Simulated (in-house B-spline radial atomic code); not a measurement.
Atomic self-consistent-field run: Tc VII (Tc6+) (an excited or competing configuration). All numbers are computed (scalar-relativistic (X2C) TPSSh, spin-polarised, spherical fractional occupations, exact exchange averaged over the configuration; Fermi nucleus of rms radius 4.41117 fm) with a B-spline radial code for spherical atoms, not measured.

Command:
```bash
python run_scf.py task.json out
```
Settings (nuclear radius in fm, mass in u):
```
Z                43
configuration    [Ar] 3d9 4s2 4p6 4d1 4f1
hamiltonian      x2c
method           tpssh
spin_polarised   True
nucleus          fermi
rms_radius       4.41117
atomic_mass      96.90636
speed_of_light   137.035999084
exact_exchange   averaged over the configuration
```

Output (hartree, bohr):
```
 radial grid: 67 intervals, B-splines of order 8, outer radius 15.5224 bohr

 iter        energy (Eh)    residual
    1       -4265.651668    6.97e-02
    2       -4265.655185    1.64e-03
    3       -4265.655208    5.05e-04
    4       -4265.655209    2.35e-04
    5       -4265.655209    3.60e-05
    6       -4265.655209    1.44e-05
    7       -4265.655209    3.14e-07

 total energy                     -4265.65521
 kinetic                            4432.1710
 electron-nucleus                 -10164.5206
 Hartree                            1591.6959
 exact exchange                      -12.1454
 exchange-correlation               -112.8561

 orbital      occ     eigenvalue          <r>       <r^2>       <1/r>       r_max
 1s up      1.000      -772.2200    0.0337638  0.00154967     46.2514     0.02168
 1s down    1.000      -772.2202    0.0337637  0.00154967     46.2515     0.02168
 2s up      1.000      -114.4586     0.149024   0.0262425     10.3765       0.126
 2s down    1.000      -114.3892     0.148967    0.026222     10.3813       0.126
 2p up      3.000      -102.8582      0.13012   0.0206982     9.82517      0.1006
 2p down    3.000      -102.8005     0.130057   0.0206766     9.82909      0.1006
 3s up      1.000       -23.4913     0.410662    0.193082      3.5805      0.3699
 3s down    1.000       -23.3917     0.410994    0.193383     3.57566      0.3701
 3p up      3.000       -19.6575     0.410682    0.196016      3.3676      0.3629
 3p down    3.000       -19.5511     0.411123    0.196423      3.3624      0.3631
 3d up      5.000       -13.5178     0.390396    0.181999     3.13463      0.3078
 3d down    4.000       -13.4081     0.391067    0.182661     3.13025      0.3082
 4s up      1.000        -6.1103     0.999299     1.12366     1.38063      0.9183
 4s down    1.000        -6.0335     0.997997     1.12093     1.38346      0.9171
 4p up      3.000        -4.9624      1.07248     1.30229     1.25794      0.9726
 4p down    3.000        -4.8791      1.07158     1.30072     1.26031      0.9712
 4d up      1.000        -3.2591      1.25057      1.7976     1.04648       1.095
 4f up      1.000        -1.6727      1.79659     3.78669    0.672692       1.482
```

Run time, properties included: 0.38 s on 1 thread of Arm Neoverse V1, with other jobs on the host.

One-electron X2C: radii and densities carry no picture-change correction, so inner-shell <1/r> comes out high (for 1s by about 2 % at Z = 33, 5 % at 54, 10 % at 75, 30 % at 118) and <r> low.
